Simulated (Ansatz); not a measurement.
FHOS₂W, SMILES `[OH][W]([F])(=[S])=[S]`, 6 atoms. The species carries charge 0 and has multiplicity 1. Correlated methods include outer-core shells of W, which these sets cover unevenly. W: def2 effective core potential. All runs use 4 threads of an Arm Neoverse V1 on a shared host. Correlated methods freeze the cores.

Problem. How many basis functions does each run have, and how long does it take in Ansatz? RKS ωB97M-V/def2-TZVPP energy and forces; RHF-CCSD(T)/def2-TZVPP energy; RHF-CCSD(T)/def2-SVP energy; RHF-MP2/def2-QZVPP energy; RKS LC-ωPBE/def2-TZVPP energy; RKS r2SCAN-D4/def2-TZVPP energy and forces; RKS ωB97M-V/def2-QZVPP energy; RKS ωB97M-V/def2-SVP energy; RKS PBE0-D4/def2-TZVP frequencies; RKS HSE06 (plane-wave form)-D4/def2-TZVPP energy; RKS PBE0-D4/def2-QZVPP energy; direct RPA on PBE orbitals/def2-TZVPP energy. (Best estimate.)

Solution. Ansatz gave: Other jobs shared the machine, so times are rough.

| level | job | functions | wall time | peak host memory (GiB) |
| --- | --- | --- | --- | --- |
| RKS LC-ωPBE/def2-TZVPP | energy | 216 | 2.9 s | 0.39 |
| RKS HSE06 (plane-wave form)-D4/def2-TZVPP | energy | 216 | 3.8 s | 0.61 |
| direct RPA on PBE orbitals/def2-TZVPP | energy | 216 | 5 s | 0.51 |
| RKS r2SCAN-D4/def2-TZVPP | energy and forces | 216 | 6 s | 0.33 |
| RKS ωB97M-V/def2-SVP | energy | 101 | 7 s | 0.34 |
| RKS PBE0-D4/def2-QZVPP | energy | 365 | 7.5 s | 1.3 |
| RHF-CCSD(T)/def2-SVP | energy | 101 | 7.5 s | 0.46 |
| RHF-MP2/def2-QZVPP | energy | 365 | 14 s | 1.6 |
| RKS ωB97M-V/def2-TZVPP | energy and forces | 216 | 14 s | 0.8 |
| RKS ωB97M-V/def2-QZVPP | energy | 365 | 18 s | 1.5 |
| RKS PBE0-D4/def2-TZVP | frequencies | 182 | 90 s | 0.5 |
| RHF-CCSD(T)/def2-TZVPP | energy | 216 | 2.8 min | 3.6 |

LC-ωPBE has ω = 0.4 bohr⁻¹.
